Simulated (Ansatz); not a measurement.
Ideal-gas functions of C2H3F2NSn (`[CH3][Sn]([F])([F])[C]#N`) at 298.15 K and 1 bar, from an Ansatz frequency run at PBE0-D4/def2-TZVP.

Molar mass 197.76 g/mol, point group Cs (symmetry number 1), electronic degeneracy 1, moments of inertia 184.446, 307.272, 317.908 u Å². Harmonic wavenumbers (cm⁻¹, unscaled): 44, 88, 100, 131, 160, 177, 280, 284, 434, 561, 647, 647, 799, 800, 1240, 1445, 1445, 2328, 3082, 3189, 3190.

Use S(trans) = R[1.5 ln M + 2.5 ln T − 1.1517]; rotational temperatures θ = 24.2544 K / I; S(rot) = R[ln(√π/σ · √(T³/θAθBθC)) + 1.5]; for each mode x = 1.438777 ν̃/T, S = R[x/(eˣ − 1) − ln(1 − e⁻ˣ)] and H = RT x/(eˣ − 1); 1 cm⁻¹ = 0.0119627 kJ/mol; R = 8.31446 J/(mol·K).

By hand: the entropy, in J/(mol·K).

Translation 174.8. Rotation: θ = 0.1315, 0.0789, 0.0763 K, giving 118.0. Vibration, mode by mode: 21.21, 15.50, 14.45, 12.26, 10.67, 9.87, 6.42, 6.32, 3.54, 2.18, 1.57, 1.57, 0.87, 0.87, 0.15, 0.06, 0.06, 0.00, 0.00, 0.00, 0.00, in all 107.6. Electronic 0.0. Sum 400.4 J/(mol·K).

By hand: H − E and G − E in kJ/mol, counted from the electronic energy.

Zero-point energy ½ × 21071 × 0.0119627 = 126.0; thermal vibration 15.9; translation, rotation and pV give 4 RT = 9.9. H − E = 151.8 kJ/mol, and G − E = 151.8 − 298.15 × 400.4/1000 = 32.4 kJ/mol.

Vibration gives 27 % of the entropy, 63.4 J/(mol·K) of it from the modes under 150 cm⁻¹: soft modes count most, and the harmonic formula is weakest for them.
